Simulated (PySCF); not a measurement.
**Ge22H28N4: Orbital levels and atomic charges**

System: Ge22H28N4 (nanocrystal Ge surface).

Cartesian coordinates (Å):
```
  1 Ge   -3.179   -2.259   -2.298
  2 Ge   -2.510   -0.004    0.001
  3 Ge   -3.198    2.264    2.288
  4 Ge    0.000   -3.087    0.000
  5 Ge   -1.903   -4.059   -1.231
  6 Ge    3.181   -2.258    2.299
  7 Ge    1.904   -4.059    1.233
  8 Ge    1.907    4.065   -1.236
  9 Ge    0.000    3.094    0.000
 10 Ge    2.510   -0.003   -0.001
 11 Ge    0.001    0.015   -3.070
 12 Ge    3.199    2.265   -2.287
 13 Ge    1.905    1.228   -4.056
 14 Ge    1.166   -1.478   -1.481
 15 Ge   -1.878   -1.225   -4.063
 16 Ge   -1.178    1.489   -1.474
 17 Ge   -1.906    4.063    1.235
 18 Ge   -0.003    0.015    3.068
 19 Ge    1.179    1.490    1.474
 20 Ge    1.877   -1.225    4.063
 21 Ge   -1.167   -1.481    1.480
 22 Ge   -1.905    1.227    4.057
 23 N    -3.669   -0.946   -1.105
 24 H    -4.523   -1.179   -0.618
 25 N    -3.673    0.942    1.101
 26 H    -4.532    1.158    0.615
 27 N     3.670   -0.947    1.104
 28 H     4.518   -1.187    0.610
 29 N     3.674    0.942   -1.101
 30 H     4.532    1.158   -0.613
 31 H    -4.557   -2.755   -2.778
 32 H    -4.582    2.758    2.754
 33 H    -2.759   -4.957   -0.335
 34 H    -1.447   -5.069   -2.286
 35 H     4.558   -2.755    2.777
 36 H     2.760   -4.957    0.335
 37 H     1.448   -5.074    2.285
 38 H     2.755    4.984   -0.351
 39 H     1.452    5.055   -2.312
 40 H     4.582    2.759   -2.752
 41 H     1.440    2.329   -5.010
 42 H     2.749    0.367   -4.991
 43 H     2.221   -2.278   -2.282
 44 H    -2.723   -0.392   -5.021
 45 H    -1.391   -2.334   -4.998
 46 H    -2.231    2.289   -2.276
 47 H    -2.756    4.981    0.352
 48 H    -1.453    5.054    2.311
 49 H     2.231    2.290    2.279
 50 H     1.389   -2.336    4.994
 51 H     2.722   -0.393    5.023
 52 H    -2.220   -2.280    2.285
 53 H    -2.747    0.367    4.993
 54 H    -1.440    2.328    5.011
```

Method: PBE/def2-SVP, gas phase, PySCF, fitting set def2-universal-JFIT, grid level 1.

Spin-orbit coupling is left out, which matters for the heavier atoms here.

**Question.** Give the orbital energies near the gap.

**Answer.** 
```tsv
orbital	eV
HOMO-4	-6.04
HOMO-3	-5.60
HOMO-2	-5.34
HOMO-1	-5.01
HOMO	-4.94
LUMO	-2.35
LUMO+1	-2.34
LUMO+2	-2.30
LUMO+3	-1.88
```

**Question.** Give the partial charges of the non-hydrogen atoms.

**Answer.** 
| atom | Mulliken | IAO | Hirshfeld |
| --- | --- | --- | --- |
| Ge1 | 0.25 | 0.40 | 0.20 |
| Ge2 | 0.43 | 0.63 | 0.23 |
| Ge3 | 0.25 | 0.40 | 0.20 |
| Ge4 | -0.06 | -0.02 | 0.02 |
| Ge5 | 0.08 | 0.07 | 0.11 |
| Ge6 | 0.25 | 0.40 | 0.20 |
| Ge7 | 0.08 | 0.07 | 0.11 |
| Ge8 | 0.08 | 0.07 | 0.11 |
| Ge9 | -0.06 | -0.02 | 0.02 |
| Ge10 | 0.43 | 0.63 | 0.23 |
| Ge11 | -0.08 | -0.02 | 0.02 |
| Ge12 | 0.25 | 0.40 | 0.20 |
| Ge13 | 0.12 | 0.10 | 0.12 |
| Ge14 | -0.09 | -0.05 | 0.02 |
| Ge15 | 0.12 | 0.10 | 0.12 |
| Ge16 | -0.09 | -0.05 | 0.02 |
| Ge17 | 0.08 | 0.07 | 0.11 |
| Ge18 | -0.08 | -0.02 | 0.02 |
| Ge19 | -0.09 | -0.04 | 0.02 |
| Ge20 | 0.12 | 0.10 | 0.12 |
| Ge21 | -0.09 | -0.05 | 0.02 |
| Ge22 | 0.12 | 0.10 | 0.12 |
| N23 | -0.45 | -0.77 | -0.29 |
| N25 | -0.45 | -0.78 | -0.29 |
| N27 | -0.45 | -0.77 | -0.29 |
| N29 | -0.45 | -0.78 | -0.29 |
